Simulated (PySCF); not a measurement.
Input for PySCF: R-HF/STO-3G on GeTe, 2S+1 = 1, a spin state set in the input, which need not be the lowest, a point of a bond scan (R = 2.348 Å).

```python
from pyscf import gto, scf, dft, mp
from pyscf.data.elements import chemcore

mol = gto.M(
    atom='''
    Ge    0.00000000    0.00000000    0.00000000
    Te    0.00000000    0.00000000    2.34790300
    ''',
    basis='sto-3g',
    charge=0, spin=0, verbose=3, max_memory=1800)
mf = scf.RHF(mol)
mf.conv_tol = 1e-8
mf.max_cycle = 100
mf.kernel()
if not mf.converged:
    mf = mf.newton().run(mf.mo_coeff, mf.mo_occ)
```

It printed:

```
converged SCF energy = -8598.88714848656
```

The run converged.

Cost: around 0.22 core-seconds (rough).
